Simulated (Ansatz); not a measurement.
Gas-phase reaction in SMILES: [F][Sc][F] as doublet, charge 0 → [F][Sc] + F atom (the F-Sc bond at the site shown breaks; other sites are not compared here)
Each molecule is optimised on its own at B3LYP-D3(BJ)/def2-TZVP (Ansatz, a quantum-chemistry and plane-wave program). Unstable Hartree-Fock reference: [F][Sc]. [F][Sc][F] as doublet, charge 0: The spin state was set by rule; other spins were not relaxed. A spin state is the lowest found, not a proven ground state.
Geometry of the first species:
```xyz
3

Sc     0.3640     0.1770     0.1193
F     -0.6480     0.9645    -1.1956
F     -0.2013    -1.3776     0.9174
```
Charge 0, spin multiplicity 2.

Quantity: bond dissociation energy (electronic energy difference), in kJ/mol. Valence correlation only, unless marked. UHF or UKS for open shells. Spin-orbit coupling is left out. Frozen are the shells of the preceding noble gas and the d and f shells that filled before the atom's block. No relativistic terms. CBS(X,Y): correlation extrapolated as X^-3; Hartree-Fock from the larger set. [CCSD(T)-MP2]/basis is that difference in the basis named.

| level | program | bond dissociation energy (kJ/mol) | minus last row |
|---|---|---|---|
| revPBE-D4/def2-TZVPD | Ansatz + dftd4 | 658.2 | 34.9 |
| B97M-V/def2-TZVPD | Ansatz | 656.0 | 32.7 |
| PBE0/def2-TZVP | Ansatz | 644.2 | 20.9 |
| HSE06-D4/def2-TZVPD | Ansatz + dftd4 | 645.7 | 22.4 |
| B2GP-PLYP-D3(BJ)/def2-TZVPD | Ansatz + dftd3 | 638.6 | 15.3 |
| MP2/6-31G* | Ansatz | 637.2 | 13.9 |
| SCS-MP2/6-31G | Ansatz | 567.3 | -56.0 |
| SCS-MP2/6-31G* | Ansatz | 611.6 | -11.7 |
| SCS-MP2/def2-SVP | Ansatz | 616.0 | -7.3 |
| CCSD/def2-TZVPPD | Ansatz | 600.2 | -23.1 |
| CCSD(T)/6-31G | Ansatz | 540.3 | -83.0 |
| CCSD(T)/6-31G* | Ansatz | 584.2 | -39.1 |
| CCSD(T)/def2-TZVPP | Ansatz | 609.4 | -13.9 |
| RI-MP2/CBS(def2-TZVPP,def2-QZVPP)+[CCSD(T)-MP2]/def2-SVP | Ansatz | 622.8 | -0.5 |
| RI-MP2/CBS(def2-TZVPPD,def2-QZVPPD)+[CCSD(T)-MP2]/def2-TZVPPD | Ansatz | 623.3 | 0.0 |
